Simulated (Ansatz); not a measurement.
Correlation energies of CH$_{4}$BF$_{2}$Ga, SMILES `FB[CH2][GaH][F]` by basis set

Cartesian coordinates in Å:
```
F -2.3122 -0.3437 -0.3097
B -1.1175 -0.9175 -0.1957
C -0.0372 -0.2783 0.6886
Ga 1.1054 0.9022 -0.3964
F 0.8709 2.6077 -0.0341
H -0.9387 -1.9091 -0.8500
H 0.6592 -1.0291 1.0754
H -0.4271 0.3582 1.4859
H 2.1973 0.6096 -1.4640
```

Total charge 0; spin multiplicity 1. Correlated methods include outer-core shells of Ga, which these sets cover unevenly. Scalar relativity is left out up to krypton. The geometry is a stationary point of PBE0-D4/def2-TZVP. It is one conformer, not always the lowest. Frozen core, restricted reference, the Gaussian-basis code of Ansatz.

```
     basis      HF (Eh)  MP2 corr.
  def2-SVP  -2186.65623   -0.80609
def2-TZVPP  -2187.22977   -0.99710
def2-QZVPP  -2187.28254   -1.31032
```

(1) Estimate the CCSD correlation energy and the (T) correction in each basis where they were run (hartree).

Results:

(1) 
```tsv
basis	CCSD corr.	(T)
def2-SVP	-0.82619	-0.02028
def2-TZVPP	-1.01395	-0.03502
```
